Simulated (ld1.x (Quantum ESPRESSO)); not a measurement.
Building the TM potential for N (Z = 7) (PBE, scalar-relativistic).

* Element: N (Z = 7)
* Generator: ld1.x (Quantum ESPRESSO) 7.5
* Type: norm-conserving Troullier–Martins (Kleinman–Bylander form)
* Functional: PBE
* Relativity: scalar-relativistic
* Frozen core: [He]
* Valence charge: 5
* Reference configuration: 2s2 2p3
* Partial waves: 2s (bound): rc 1.00 bohr; 2p (bound): rc 1.35 bohr; 3d channel at 0.05 Ry: rc 1.15 bohr
* Local potential: the d channel
* Core correction: Bessel-smoothed model core inside 0.80 bohr

Poles of the logarithmic derivatives, all-electron (AE) and pseudo (PS). s: poles at 1.2 (AE) and 1.2 (PS) Ry. p: poles at 1.6 (AE) and 1.6 (PS) Ry. d: poles at no energy (AE) and no energy (PS) Ry. Test radius 1.51 bohr.

- Cutoffs needed: 70 Ry and 140 Ry (the cutoffs (Ry, on a coarse ladder) from which the occupation-weighted sum of valence levels, in a spherical-Bessel basis at the reference potential, stays within 10 and 1 mRy of its value at 400 Ry)
- Ghost test: no extra level below or beside the all-electron valence levels (s, p, d, f tested) (spherical-Bessel basis up to 400 Ry, 20 bohr box)
- Largest excitation error: +447 meV (all-electron minus pseudo) for 2s2 2p0, out of 7 test configurations
